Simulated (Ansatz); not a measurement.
Program: Ansatz. Geometries: PBE0-D4/def2-TZVP. ΔE: electronic, gas phase. CCSD(T)/CBS adds triple-zeta CCSD(T) − MP2 to the extrapolated MP2 energy (def2 sets, frozen cores). DFT in def2-TZVPP. B3LYP here is the variant with VWN-RPA as its local correlation; programs differ in this. def2 core potentials past Kr. For In, Se outer-core shells are correlated without core-valence functions, which leaves a few kJ/mol of doubt a bond. Scalar relativity is left out up to krypton. One conformer a species, not always the lowest.

Consider the formal exchange of groups at the Se–Al bond: `N[SiH2][AlH][SeH]` + `[Cl][InH2]` → `[Cl][InH][SeH]` + `N[SiH2][AlH2]`.

```csv
level,ΔE (eV)
B3LYP,0.16
CCSD/def2-TZVPP,0.19
CCSD(T)/def2-TZVPP,0.20
HF/CBS(def2),0.11
```

(1) What does CCSD(T)/CBS give? (Estimate.)

Largest T1 diagnostic among the species: 0.014.

Results:

(1) Ansatz gave: +0.17 eV. The listed levels differ from it by -0.01, 0.02, 0.03, -0.06 eV.

In def2-TZVPP, CCSD(T) changes the Hartree–Fock value by +0.09 eV (the triples alone add +0.01 eV) and MP2 by +0.07 eV.
